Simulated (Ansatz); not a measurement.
`BN(C=N)CF`, charge 0, multiplicity 1.

(1) Give a relaxed structure at PBE0-D4/def2-TZVP (the Gaussian-basis code of Ansatz). (Estimate.)

## Answers

(1) Ansatz gave: 
Z-matrix (Å, degrees):
```
C
F 1 1.379
N 1 1.430 2 110.9
H 1 1.089 2 108.2 3 119.6
H 1 1.094 2 107.2 3 -120.8
C 3 1.410 1 117.3 2 -73.3
B 3 1.407 1 121.8 2 107.0
N 6 1.258 3 128.6 1 7.0
H 6 1.089 3 111.8 1 -172.8
H 7 1.192 3 118.4 1 178.7
H 7 1.193 3 118.7 1 -0.7
H 8 1.019 6 113.3 3 2.9
```
This is one stationary point; other conformers may exist.
